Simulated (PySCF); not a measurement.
Computed shifts of a molecule C7H16, PySCF with HF/pcSseg-1, GIAO, gas phase, equivalent atoms averaged, in ppm (number of nuclei): ¹³C: 34.7 (2), 33.4 (1), 26.5 (2), 18.6 (2). ¹H: 1.38 (4), 1.37 (6), 1.27 (2), 1.25 (4). References: ¹³C against TMS (σ = 192.6 ppm); ¹H against TMS (σ = 31.99 ppm), references at their B3LYP-D3(BJ)/def2-TZVP geometries, non-relativistic. Geometry: B3LYP-D3(BJ)/def2-SVP. One conformer was computed; it need not be the lowest.

**Question.** Which molecule gave these data?
A) CCCCCCC
B) CC(C)C(C)(C)C
C) CC(C)CC(C)C
D) CCC(C)(C)CC

**Answer.** A, CCCCCCC
